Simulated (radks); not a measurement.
Coulomb parameter of the 5d shell of the lutetium ion Lu+ in the model configuration [Xe] 4f14 5d1 6s1, as a second difference U = [E(n + 0.5) + E(n - 0.5) - 2 E(n)] / (0.5)^2 with all orbitals relaxed. "Bare": the charge of the atom changes with n. "Screened": the 6s shell takes up the change at fixed total charge, which measures U(5d,5d) + U(6s,6s) - 2 U(5d,6s). Method: scalar-relativistic Kohn-Sham, r2SCAN, spin-unpolarised, spherical densities, finite nucleus; meta-GGA in the generalised Kohn-Sham scheme; Fermi nuclear charge, rms radius 5.37 fm; computed with a radial shooting solver on a logarithmic mesh with Libxc functionals.

start: configuration [Xe] 4f14 5d1 6s1; E - E(n) (eV) 0.000
bare +0.5: configuration [Xe] 4f14 5d1.5 6s1; E - E(n) (eV) -2.913
bare -0.5: configuration [Xe] 4f14 5d0.5 6s1; E - E(n) (eV) 4.863
screened +0.5: configuration [Xe] 4f14 5d1.5 6s0.5; E - E(n) (eV) 1.196
screened -0.5: configuration [Xe] 4f14 5d0.5 6s1.5; E - E(n) (eV) -1.186

U(bare) = 7.797 eV, U(screened by 6s) = 0.038 eV, against the Slater integral F0(5d,5d) = 9.983 eV with frozen orbitals.
